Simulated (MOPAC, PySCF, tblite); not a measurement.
Bond stretch in CSe, singlet.

Methods: UKS-CAM-B3LYP = unrestricted CAM-B3LYP/cc-pVTZ run with PySCF; PM3, restricted, heats of formation (MOPAC); GFN2-xTB, 300 K electronic temperature (tblite); RKS-B3LYP/6-31G* = PySCF 2.14.0 with restricted B3LYP/6-31G*, spherical d.

Energies are in kcal/mol, each relative to the lowest point of its own curve near equilibrium.

```csv
R / Å,UKS-CAM-B3LYP,PM3,GFN2-xTB,RKS-B3LYP/6-31G*
1.24,214.1,41.4,277.8,226.1
1.33,110.5,22.6,132.0,119.8
1.44,40.0,6.2,42.9,46.3
1.47,28.3,3.7,29.4,33.8
1.57,5.5,0.0,4.7,8.2
1.61,1.6,0.0,1.1,3.3
1.67,0.0,1.1,0.0,0.2
1.69,0.3,1.8,0.5,0.0
1.78,6.1,6.3,6.7,3.5
1.85,13.9,11.8,14.3,9.7
1.94,26.8,21.3,26.0,20.5
2.06,45.9,37.5,43.0,37.5
2.28,77.0,72.7,73.7,70.5
2.50,99.5,108.6,100.6,101.3
2.70,113.2,138.9,120.8,125.5
3.00,124.2,173.1,143.3,154.9
3.36,129.9,194.8,—,180.2
3.71,132.2,205.4,—,196.5
4.09,133.3,211.0,—,205.8
4.56,133.9,213.9,—,210.3
5.04,134.1,214.9,—,212.6
5.84,134.2,215.4,—,214.2
6.71,134.3,215.4,—,214.8
```

At the longest distance, 6.71 Å, PM3 lies highest above its minimum (215.4 kcal/mol) and UKS-CAM-B3LYP lowest (134.3 kcal/mol).

A dash means that the run gave no value there, or that the column was ended at a point which the program doubted or which failed a test of continuity chosen for this set; such a test can also cut sound points.

The unrestricted determinant behind UKS-CAM-B3LYP is spin-contaminated at 2.06 to 6.71 Å (<S²> up to 2.0, against 0.00 for a pure singlet). The restricted form behind PM3, RKS-B3LYP/6-31G* keeps the bonding electrons paired and can't separate into open-shell fragments.
